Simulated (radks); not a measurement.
Question: Neutral strontium, [Kr] 5s2. Calculated with a radial shooting solver on a logarithmic mesh with Libxc functionals: non-relativistic Kohn-Sham, PBE, spin-polarised, spherical densities, point nucleus. Every spin shell is full or empty, so the densities are truly spherical. Functionals are evaluated on that one density, not self-consistently. Rank these exchange functionals by their error against the exact value of the orbitals, and give that value: LDA, B88, PBE, RPBE, PW91, SOGGA, B86b, EV93, APBE, revTPSS, SCAN, r2SCAN, MS2, Tao-Mo, MVS.

Answer: Exact: -101.876 hartree. From best to worst, with 100 (|E| - |E exact|)/|E exact| (equal figures are ties): PW91 +0.02, MVS +0.03, r2SCAN -0.05, B86b +0.06, B88 +0.06, EV93 -0.07, RPBE -0.17, SCAN +0.23, APBE +0.41, PBE -0.41, MS2 -0.46, Tao-Mo -0.69, revTPSS -0.83, SOGGA -2.50, LDA -5.43.
